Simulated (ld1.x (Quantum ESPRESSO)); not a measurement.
Configuration tests for aluminium (TM)

```json
{
  "Element": "aluminium (Al)",
  "Generator": "ld1.x (Quantum ESPRESSO) 7.5",
  "Type": "norm-conserving Troullier–Martins (Kleinman–Bylander form)",
  "Functional": "PW91",
  "Relativity": "scalar-relativistic",
  "Frozen core": "[Ne]",
  "Valence charge": "3",
  "Reference configuration": "3s2 3p1",
  "Partial waves": "3s (bound): rc 1.70 bohr; 3d channel at 0.05 Ry: rc 2.15 bohr; 3p (bound): rc 2.75 bohr",
  "Local potential": "the p channel",
  "Core correction": "a·sin(br)/r model core inside 1.10 bohr"
}
```

Energies are relative to the spin-unpolarised reference configuration 3s2 3p1; without spin polarisation the order of configurations can differ from experiment. The frozen-core shift is the all-electron ΔE with the core orbitals held at their reference shape minus the fully relaxed ΔE.

```tsv
valence configuration	charge	ΔE all-electron (eV)	error AE − PS (meV)	frozen-core shift (meV)
3s2 3p0	+1	5.803	+0.3	+1.0
3s1 3p0	+2	25.081	+3.7	+22
3s1 3p1	+1	11.616	+0.8	+4.7
3s2 3p1.3	-0.3	-0.583	0.0	0.0
3s0 3p3	0	10.469	-7.7	+6.4
3s1 3p2	0	5.150	-2.0	+1.6
```

Problem. What are ΔE and the potential's error for 3s2 3p0.5?

Solution. ΔE = 2.103 eV all-electron; the error (AE − PS) is 0.0 meV.
